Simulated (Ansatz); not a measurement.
Calculated with Ansatz (gas phase, PBE0-D4/def2-TZVP geometries, no zero-point term in ΔE). CBS: MP2 limit from def2 TZ/QZ plus the TZ coupled-cluster correction, frozen cores. This one scheme is used for every species. Functionals use def2-TZVPP. B3LYP here is the variant with VWN-RPA as its local correlation; programs differ in this. Each species was taken in one conformer, which may not be the lowest.

Consider the ligand exchange at the Si–S bond: `FC[SiH]([SiH3])S` + HCl → `FC[SiH]([SiH3])Cl` + H₂S.

Problem. Is it downhill or uphill in electronic energy at CCSD(T)/CBS, and by how much? (An estimate is asked.)

Solution. The calculation gave: Downhill: ΔE = -38.9 kJ/mol.

Problem. What do these levels give: PBE-D4, B3LYP-D4, ωB97X-V, PBE, B3LYP, HF/def2-TZVPP, MP2/def2-TZVPP, SCS-MP2/def2-TZVPP, CCSD(T)/def2-TZVPP, HF/def2-QZVPP, MP2/def2-QZVPP, CCSD/CBS(def2)? (Best estimate.)

Solution. Computed: PBE-D4 -34.0, B3LYP-D4 -40.3, ωB97X-V -41.3, PBE -36.2, B3LYP -43.8, HF/def2-TZVPP -51.2, MP2/def2-TZVPP -38.1, SCS-MP2/def2-TZVPP -40.7, CCSD(T)/def2-TZVPP -38.0, HF/def2-QZVPP -51.8, MP2/def2-QZVPP -38.8, CCSD/CBS(def2) -41.0 kJ/mol.

Largest T1 diagnostic among the species: 0.012.

In def2-TZVPP, CCSD(T) changes the Hartree–Fock value by +13.2 kJ/mol (the triples alone add +2.1 kJ/mol) and MP2 by +13.1 kJ/mol. The D4 term adds +3.5 kJ/mol with B3LYP and +2.0 kJ/mol with PBE0; it sums over pairs of atoms, weighted by their polarisabilities, and B3LYP, whose exchange is more repulsive, gets the larger term.
